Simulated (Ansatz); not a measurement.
CH2I (SMILES [CH2]I) moved off its minimum; all values from Ansatz (a quantum-chemistry and plane-wave program), cores frozen in correlated methods. Open shells are unrestricted. Elements past Kr take the def2 small-core potentials, without spin–orbit coupling.
(charge 0, multiplicity 2)
```xyz
4

C     -1.6732     0.0929    -0.0913
I      0.1521    -0.0950    -0.0427
H     -2.1715     0.9640     0.1084
H     -2.1564    -0.9600    -0.0124
```

Forces at B3LYP/def2-TZVPP (eV/Å):

| atom | Fx | Fy | Fz |
|---|---|---|---|
| C1 | -5.241 | -4.134 | -0.236 |
| I2 | 6.371 | -0.141 | 0.084 |
| H3 | -1.217 | 1.828 | 0.378 |
| H4 | 0.088 | 2.446 | -0.226 |

Task: Give the forces (eV/Å), the total energy and the dipole at CCSD(T)/def2-TZVPPD.

Result: 
```csv
atom,Fx,Fy,Fz
C1,-5.384,-4.135,-0.264
I2,6.554,-0.162,0.091
H3,-1.248,1.864,0.393
H4,0.079,2.434,-0.219
```
Energy -335.9565 hartree, dipole 0.50 D.
